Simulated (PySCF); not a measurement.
C5H7N.

```xyz
13

C      0.0332    -2.1540     0.0000
C      0.0309    -0.8158     0.0000
C     -1.1629     0.0414     0.0000
N     -0.9417     1.2972     0.0000
C      0.4952     1.5234     0.0000
C      1.1944     0.1463     0.0000
H      0.9614    -2.7311     0.0000
H     -0.9059    -2.7140     0.0000
H     -2.1852    -0.3581     0.0000
H      0.7551     2.1363    -0.8793
H      0.7551     2.1363     0.8793
H      1.8333     0.0010     0.8846
H      1.8333     0.0010    -0.8846
```
Charge 0, spin multiplicity 1.

Coordinates come from a PBE0-D3(BJ)/def2-SVP optimisation. One conformer was computed; it need not be the lowest.

Calculation: PBE/pcSseg-1 run with PySCF. Non-relativistic, no solvent.

Computed absolute GIAO shielding of each atom: isotropic value and principal components (ppm):
```
atom  σ(iso)     σ11     σ22    σ33   span
----  ------  ------  ------  -----  -----
C1      66.9   -31.7    71.6  160.7  192.4
C2      21.1   -68.7    24.4  107.4  176.1
C3      10.3   -82.6    26.0   87.6  170.2
N4    -137.2  -470.7  -142.8  201.9  672.6
C5     112.3    75.2   107.5  154.3   79.1
C6     148.0   129.8   147.2  166.9   37.1
H7      25.7    23.8    24.2   29.2    5.4
H8      25.6    23.0    24.5   29.2    6.2
H9      23.7    22.6    23.1   25.3    2.7
H10     26.9    23.2    26.7   30.9    7.6
H11     26.9    23.2    26.7   30.9    7.6
H12     28.8    24.6    28.1   33.8    9.2
H13     28.8    24.6    28.1   33.8    9.2
```
